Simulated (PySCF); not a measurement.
**NMR data sheet: C₆H₆F₃OP**

```yaml
Formula: C6H6F3OP
SMILES: O=[P@H]1C=C[C@H](C(F)(F)F)C=C1
Point_group_of_the_computed_structure: Cs
Carbon_signals: 4
Proton_signals: 4
```

Atoms are numbered as in `[O:1]=[P@H:2]1[CH:3]=[CH:4][C@H:5]([C:6]([F:7])([F:8])[F:9])[CH:10]=[CH:11]1`. Hydrogens are named by the atom that carries them.

[PySCF 2.14.0 with density-fitted response routines: PBE0/pcSseg-1 with gauge-including orbitals; structure optimised with GFN2-xTB; no relativistic terms; one conformer; no solvent; averaged over atoms made equivalent by symmetry, fast rotation or ring inversion]

References, each an isolated molecule treated in the same way: $^{1}$H, $^{13}$C vs TMS; $^{19}$F vs CFCl3; $^{31}$P vs H3PO4; H2O for $^{17}$O.

```tsv
carbon	δC, type	δH (multiplicity)	HMBC from (2–3 bonds)	span of the C tensor (ppm)
C3/C11	142.3, CH	6.88 (m)	H(P2), H(C4)/H(C10), H(C3)/H(C11), H(C5)	213
C4/C10	143.9, CH	7.03 (m)	H(P2), H(C4)/H(C10), H(C3)/H(C11), H(C5)	238
C5	48.2, CH	3.85 (m)	H(C4)/H(C10), H(C3)/H(C11)	47
C6	134.8, C	–	H(C4)/H(C10), H(C5)	10
```

Other nuclei:
```tsv
atoms	nucleus	environment	δ (ppm)	σ (ppm)
H(P2)	$^{1}$H	hydrogen on a phosphorus bonded to 2 C, O, in a 6-membered ring	7.88	23.83
F7/F8/F9	$^{19}$F	fluorine of a CF3 group	-83.6	254.5
P2	$^{31}$P	phosphorus bonded to 2 C, O, H, in a 6-membered ring	-43.8	362.1
O1	$^{17}$O	P=O oxygen	88.4	247.7
```

δC 143.9, 142.3: alkene CH; an sp2 carbon of a C=C bond. δC 134.8: CF3 carbon; 3 electronegative neighbours deshield it. δC 48.2: allylic sp3 CH; a saturated carbon with 3 carbon neighbours and no heteroatom attached. δH 7.03, 6.88: hydrogen on an alkene CH; a vinylic proton, deshielded by the sp2 carbon and the C=C anisotropy. δH 3.85: hydrogen on an allylic sp3 CH.

Splittings by $^{19}$F and $^{31}$P in the carbon and heteronuclear signals aren't shown, as no couplings were computed. Shifts are as computed. Against solution values, carbons near 30 ppm lie about +3 ppm off and those near 130 ppm about +5 ppm. Of 1211 compounds with measured shifts, 218 miss one by over three times the rms of a fit or turn the order of signals round; such compounds aren't used in these exercises. Unscaled 19F shifts against computed CFCl3 carry errors that often reach 10 to 50 ppm. Experimental scales use liquid or dissolved standards, which lie at an offset from isolated H2O (liquid H2O: subtract about 36 ppm) and H3PO4. No couplings were computed; multiplicities are counted from neighbouring protons, with m where these are inequivalent, close in shift, in a saturated or five-membered ring or joined by F or P, and br s for small geminal =CH2 splittings.
